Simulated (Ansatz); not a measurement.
System: 1,1,1-trifluoroethane, C$_{2}$H$_{3}$F$_{3}$ (charge 0, singlet). SMILES: CC(F)(F)F
Geometry: optimised at B3LYP-D3(BJ)/def2-TZVP (Ansatz, a quantum-chemistry and plane-wave program).

Quantity: atomisation energy (electronic, to ground-state atoms), in kcal/mol. Cores are frozen in the correlated levels unless marked. Open shells are spin-unrestricted. No spin-orbit coupling. No relativistic terms. The coupled-cluster limit lacks core correlation, which all-electron functionals hold. CBS(X,Y): correlation extrapolated as X^-3; Hartree-Fock from the larger set (for Q and 5 zeta extrapolated as (X+1)exp(-9√X)).

```json
[
 {"level": "BLYP-D3(BJ)/def2-TZVPD", "program": "Ansatz + dftd3", "atomisation energy (kcal/mol)": "___"},
 {"level": "PBE0-D3(BJ)/def2-TZVP", "program": "Ansatz + dftd3", "atomisation energy (kcal/mol)": "763.6"},
 {"level": "PBE0-D4/def2-TZVP", "program": "Ansatz + dftd4", "atomisation energy (kcal/mol)": "763.6"},
 {"level": "B2GP-PLYP-D3(BJ)/def2-TZVPD", "program": "Ansatz + dftd3", "atomisation energy (kcal/mol)": "___"},
 {"level": "CCSD(T)/CBS(cc-pVQZ,cc-pV5Z)", "program": "Ansatz", "atomisation energy (kcal/mol)": "759.9"}
]
```

Fill in the missing entries.


- BLYP-D3(BJ)/def2-TZVPD, atomisation energy (kcal/mol): 759.3
- B2GP-PLYP-D3(BJ)/def2-TZVPD, atomisation energy (kcal/mol): 750.5
